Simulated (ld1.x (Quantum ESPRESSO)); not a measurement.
Before and after: TM potential for Hg (Z = 80)

ld1.x (Quantum ESPRESSO) 7.5 input, shortened:

```
&input
   title='Hg', zed=80., rel=1, dft='PZ', iswitch=3,
   config='[Xe] 4f14 5d10 5f-2 6s1.5 6p0'
 /
 &inputp
   pseudotype=2, tm=.true., lloc=2,
   nlcc=.true., new_core_ps=.true., rcore=0.95
 /
4
6S  1  0   1.50   0.00  2.10  2.10  0.0
6P  2  1   0.00   0.00  2.30  2.30  0.0
5F  4  3  -2.00  -0.10  2.30  2.30  0.0
5D  3  2  10.00   0.00  2.00  2.00  0.0
 &test
   configts(1)='5d10 6s1.5 6p0'
 /
```

All-electron outer shells of the reference configuration (LDA (PZ), scalar-relativistic, ld1.x):

```json
{"shell": "4f", "level (eV)": "-100.74", "outermost node (bohr)": "–", "outermost maximum (bohr)": "0.37"}
{"shell": "5p", "level (eV)": "-71.19", "outermost node (bohr)": "0.51", "outermost maximum (bohr)": "0.92"}
{"shell": "5d", "level (eV)": "-14.45", "outermost node (bohr)": "0.55", "outermost maximum (bohr)": "1.17"}
{"shell": "6s", "level (eV)": "-11.02", "outermost node (bohr)": "1.08", "outermost maximum (bohr)": "2.16"}
{"shell": "6p", "level (eV)": "-4.28", "outermost node (bohr)": "1.27", "outermost maximum (bohr)": "2.98"}
```

Change: core correction Bessel-smoothed model core inside 2.44 bohr.

Cutoffs: the cutoffs (Ry, on a coarse ladder) from which the occupation-weighted sum of valence levels, in a spherical-Bessel basis at the reference potential, stays within 10 and 1 mRy of its value at 400 Ry; they do not see the model core or the augmentation charge, which bear on the density cutoff. Errors are all-electron minus pseudo energies relative to the spin-unpolarised reference configuration.

Question: How do hardness, ghosts and transferability respond?

Answer: The potential gets neither clearly harder nor softer (45 Ry and 70 Ry → 45 Ry and 70 Ry); both files keep a bound ghost (p, s); of the 9 tests that both files solve, the error grows in 2 and shrinks in 5 by more than 15 % and 0.3 meV (median size 4.2 → 3.8 meV). A wider model core is smoother and lowers the density cutoff, which this test does not measure.

```csv
quantity,base,changed
"cutoff, loose",45 Ry,45 Ry
"cutoff, tight",70 Ry,70 Ry
bound ghosts,"s, p","s, p"
"error for 5d10 6s2 6p0, meV [ΔE -4.53 eV]",+0.1,+0.5
"error for 5d10 6s1 6p0, meV [ΔE 6.52 eV]",-4.2,-3.8
"error for 5d10 6s0 6p0, meV [ΔE 25.92 eV]",-33,-26
"error for 5d10 6s1 6p1, meV [ΔE 1.64 eV]",-0.8,-0.6
"error for 5d9 6s2 6p1, meV [ΔE 5.83 eV]",-84,-69
"error for 5d10 6s0 6p2, meV [ΔE 8.27 eV]",-8.3,-5.9
"error for 5d9 6s0 6p0, meV [ΔE 61.73 eV]",-57,-33
"error for 5d10 6s1.5 6p0 (spin-polarised), meV [ΔE -0.04 eV]",+0.1,+0.5
"error for 5d10 6s1 6p0 (spin-polarised), meV [ΔE 6.36 eV]",-3.9,-1.6
s: phases at 2.49 bohr within 0.05 rad from the reference energy up to (Ry; the scan ends near 5),3.1,3.1
p: phases at 2.49 bohr within 0.05 rad from the reference energy up to (Ry; the scan ends near 5),to the end of the scan,to the end of the scan
d: phases at 2.49 bohr within 0.05 rad from the reference energy up to (Ry; the scan ends near 5),to the end of the scan,to the end of the scan
f: phases at 2.49 bohr within 0.05 rad from the reference energy up to (Ry; the scan ends near 5),to the end of the scan,to the end of the scan
```

Changed file: These tests converged, but a pseudo level misses the all-electron one widely, so the file describes the atom poorly there or has found another state: 5d9 6s0 6p0: empty 6p by 6.8 eV. A true bound ghost makes a file unfit for plane-wave use even where its test errors are small: the radial tests pick states by their node count and pass the ghost by.
